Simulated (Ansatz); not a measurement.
A nudged elastic band was laid between two geometries of BH4SSe (7 atoms, charge 1, multiplicity 1).

Computed with RKS PBE-D4/def2-SVP in Ansatz.

* movable images: 5
* climbing image: yes
* spring: 5.0 eV/Å²
* optimiser: quadratic models (default)
* start path: IDPP
* force threshold: 0.03 eV/Å
* iteration limit: 60
* end points: relaxed

Initial state:

```xyz
7
Properties=species:S:1:pos:R:3
B -1.467 0.466 -0.677
Se -0.675 -0.510 0.748
S 1.590 -0.158 0.221
H -2.676 0.395 -0.569
H -0.862 1.055 -1.540
H 2.048 0.204 1.467
H 2.043 -1.451 0.351
```

Final state:

```xyz
7
Properties=species:S:1:pos:R:3
B -1.464 0.478 -0.671
Se -0.679 -0.536 0.731
S 1.585 -0.171 0.214
H -0.848 1.083 -1.514
H -2.673 0.412 -0.571
H 2.034 0.195 1.463
H 2.045 -1.461 0.347
```

Question: Which bonds break or form, and what moves?

Answer: No bond is made or broken. The dihedral H4–B1–Se2–S3 goes from 180 to 0°. The two ends are copies of one structure, up to a mirror image or an exchange of like atoms.

Question: What energy profile does the band end with?

Answer: The run converged. The highest image is number 3 of 0 to 6, 101.0 kJ/mol above the ends, which have the same energy within 2 meV. A vibrational analysis at the climbing image gives one clearly imaginary mode, 537i cm⁻¹: a first-order saddle point. Limits of this set-up: the dipole of an ion depends on the origin.

```csv
image,path coordinate (Å),energy (kJ/mol),dihedral H4–B1–Se2–S3 (°)
0,0.00,0.0,180
1,0.69,18.1,-154
2,1.37,68.5,-123
3,2.06,101.0,-90
4,2.77,67.1,-57
5,3.47,16.5,-26
6,4.18,0.0,0
```

Question: What is the geometry of the highest image?

Answer: 
```xyz
7
Properties=species:S:1:pos:R:3:forces:R:3
B -1.292 0.301 -1.002 0.00 0.01 0.00
Se -0.549 -1.171 0.302 0.01 -0.01 0.01
S 1.257 0.129 0.677 -0.01 0.01 0.01
H -1.992 1.144 -0.498 0.00 0.00 -0.01
H -0.970 0.199 -2.159 0.00 0.00 0.00
H 1.276 0.204 2.055 0.00 -0.01 0.00
H 2.269 -0.805 0.625 0.00 0.00 -0.01
```

Question: What are the harmonic wavenumbers there?

Answer: 537i, 129, 136, 337, 513, 701, 712, 737, 929, 1100, 1138, 2483, 2504, 2576, 2741 cm⁻¹.

Time of the run: 56 s on 1 thread of Intel(R) Xeon(R) 6975P-C (Granite Rapids), on a shared host, peak memory 0.13 GiB.
